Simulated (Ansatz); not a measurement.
Total energies of the cluster Pd2H3 from Ansatz at PBE0-D4/def2-TZVP, gas phase (1 Eh = 27.2114 eV = 2625.5 kJ/mol). The reference geometry is relaxed at PBE0-D4/def2-TZVP.

```xyz
5

Pd    0.172    0.210    0.177
Pd   -1.761   -1.485    0.144
H     1.037    1.193   -0.896
H    -1.023   -0.484    1.275
H     1.575    0.567   -0.700
```

| state | geometry | energy (Eh) |
| --- | --- | --- |
| charge 0 doublet | reference | -257.56118 |
| charge 1 triplet | reference | -257.27814 |
| charge 0 quartet | relaxed at PBE0-D4/def2-TZVP | -257.48833 |
| free Pd atom (singlet) | – | -127.85727 |
| free H atom (doublet) | – | -0.50104 |

In the def2 sets Pd takes a core potential; there is no spin–orbit coupling.

Task: Work out the vertical ionisation energy to the triplet.

Result: E(charge 1 triplet) − E(charge 0 doublet) = -257.27814 − (-257.56118) = 0.28304 Eh = 7.70 eV. For comparison, −ε of the highest occupied level of the spin that leaves is 5.79 eV at this level, 1.91 eV less.

Task: Which of the charge 0 states is lowest, and how far above it are the others?

Result: The doublet. quartet: -257.48833 − (-257.56118) = 0.07285 Eh = 191.3 kJ/mol.

Task: What is the binding energy per atom against free atoms?

Result: Atoms: 2 × (-127.85727) + 3 × (-0.50104) = -257.21766 Eh. Binding: -257.21766 − (-257.56118) = 0.34352 Eh = 9.35 eV, or 1.87 eV for each of 5 atoms (no zero-point energy, no counterpoise term).

The structure comes from a short search, and lower isomers may exist.
